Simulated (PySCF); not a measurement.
Method: PBE-D3(BJ)/def2-TZVP // PBE-D3(BJ)/def2-SVP in PySCF. Gas-phase values, no solvent. 

Reference species (SMILES): `[CH3][Ge]1([CH3])[CH]=c2ccccc2=[CH]1` (neutral, multiplicity 1).

```yaml
HOMO: -4.64 eV
dipole_moment: 0.58 D
HOMO–LUMO gap: 1.64 eV
hole reorganisation energy (four-point): 0.229 eV
```

Changed species: `[CH]1=c2ccccc2=[CH][GeH2]1` (E = [GeH2]; the reference has E = [Ge](C)(C)).

Task: Predict the effect on the HOMO, dipole moment, HOMO–LUMO gap and hole reorganisation energy (four-point).

Result: the HOMO decreases by 0.21 eV, to -4.85 eV; the dipole moment is nearly the same; the HOMO–LUMO gap rises by 0.02 eV, to 1.66 eV; the hole reorganisation energy (four-point) drops by 0.028 eV, to 0.201 eV.
